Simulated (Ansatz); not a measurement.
Start from `[CH3][In]([OH])[OH]` and change one atom or group to get `[CH3][In]([OH])[Br]`.

Ansatz, PBE0-D4/def2-TZVP geometries, multiplicity 1. Each molecule was computed in one conformer, which needn't be the lowest.

Elements past krypton have def2 core potentials. Scalar relativity is left out up to krypton.

```csv
property,`[CH3][In]([OH])[OH]`
LUMO energy (PBE/def2-TZVPP) / eV,-1.83
LUMO energy (ωB97M-V/def2-TZVPP) / eV,0.74
HOMO–LUMO gap (ωB97M-V/def2-TZVPP) / eV,11.25
HOMO energy (PBE0/def2-TZVPP) / eV,-8.04
HOMO energy (PBE/def2-TZVPP) / eV,-6.40
HOMO–LUMO gap (B3LYP/def2-TZVPP) / eV,6.47
```

(1) Give the same properties after the change, and the shifts. (Best estimate.)

Results:

(1) Ansatz gave: 
| property | `[CH3][In]([OH])[Br]` | shift |
| --- | --- | --- |
| LUMO energy (PBE/def2-TZVPP) / eV | -2.20 | -0.37 |
| LUMO energy (ωB97M-V/def2-TZVPP) / eV | 0.35 | -0.39 |
| HOMO–LUMO gap (ωB97M-V/def2-TZVPP) / eV | 10.57 | -0.68 |
| HOMO energy (PBE0/def2-TZVPP) / eV | -8.00 | 0.04 |
| HOMO energy (PBE/def2-TZVPP) / eV | -6.71 | -0.31 |
| HOMO–LUMO gap (B3LYP/def2-TZVPP) / eV | 6.07 | -0.40 |

B3LYP here is the variant with VWN-RPA as its local correlation; programs differ in this.

Spin–orbit coupling is left out; it splits and shifts lone-pair levels of the heavy atoms by tenths of an eV.
